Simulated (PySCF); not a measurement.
H$_{3}$Cl$_{2}$OSiTi, charge +1, singlet, geometry from GFN2-xTB (such geometries of metal compounds can be far from the true shape) (the multiplicity is a formal guess).

Input for PySCF:
```python
from pyscf import gto, scf, dft

mol = gto.Mole()
mol.atom = '''
    Ti   -0.37754419    0.51301646    0.66708563
    Cl   -0.20566171   -1.44874539    1.45970201
    Cl    1.66186389    1.08867110    0.54090390
    O    -0.88421066    0.31736393   -0.90706824
    Si   -0.56543591   -0.42665482   -2.38931337
    H    -0.28766120    0.69529194   -3.29376220
    H    -1.79420170   -1.17020442   -2.68516088
    H     0.62218578   -1.25593064   -2.00032839
'''
mol.basis = '6-31g*'
mol.charge = 1
mol.verbose = 4
mol.build()

mf = dft.RKS(mol)
mf.xc = 'b3lyp'
mf.grids.atom_grid = (99, 590)
mf.grids.prune = None
mf.kernel()
```

Task: Estimate the total energy that B3LYP/6-31G* run with PySCF returns for this input.

Result: -2136.2301 Eh

Task: What nuclear repulsion energy does B3LYP/6-31G* give?

Result: 528.3056 Eh

Task: What is the computed HOMO energy (B3LYP/6-31G*)?

Result: -13.74 eV

Task: Predict the Mulliken (on the basis functions themselves) charges in atom order from B3LYP/6-31G*.

Result: Ti1 1.04, Cl2 -0.02, Cl3 -0.02, O4 -0.59, Si5 0.65, H6 -0.01, H7 -0.01, H8 -0.04
